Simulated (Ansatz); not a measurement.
Relaxation of BFH$_{6}$N$_{2}$O (11 atoms, charge 0, multiplicity 1), to a largest force component of 0.03 eV/Å in at most 50 steps.

Computed with Ansatz, RKS PBE-D4/def2-SVP.

```xyz
11
Properties=species:S:1:pos:R:3
B 0.052 0.589 -0.468
O -0.092 0.070 2.095
H -0.784 -0.219 1.460
N 1.263 0.000 -0.907
H 1.328 -0.985 -1.153
H 2.153 0.391 -0.597
N -1.239 -0.045 -0.562
H -1.359 -0.929 -1.056
H -2.071 0.545 -0.613
F 0.069 1.857 -0.014
H -0.107 1.048 1.941
```

Question: Where does it end, and by what steps?

Answer: It converged. After 9 steps the energy has fallen by 0.056 eV; H11 moved furthest, 0.32 Å.

```csv
step,energy less start (eV),largest force component (eV/Å),accepted
0,0.0000,0.801,yes
1,-0.0332,0.783,yes
2,0.0494,1.819,no
3,-0.0490,0.190,yes
4,-0.0380,0.513,no
5,-0.0542,0.075,yes
6,-0.0549,0.059,yes
7,-0.0559,0.165,yes
8,-0.0563,0.061,yes
9,-0.0564,0.016,yes
```

```xyz
11
Properties=species:S:1:pos:R:3
B 0.089 0.613 -0.578
O -0.238 0.012 2.244
H -0.778 -0.184 1.445
N 1.289 -0.016 -0.977
H 1.357 -1.013 -1.171
H 2.186 0.420 -0.769
N -1.199 -0.026 -0.557
H -1.348 -0.944 -0.974
H -2.038 0.555 -0.577
F 0.129 1.918 -0.189
H -0.235 0.987 2.231
```

Run time: 18 s on 2 threads of Arm Neoverse V2 (shared host), peak memory 0.14 GiB.
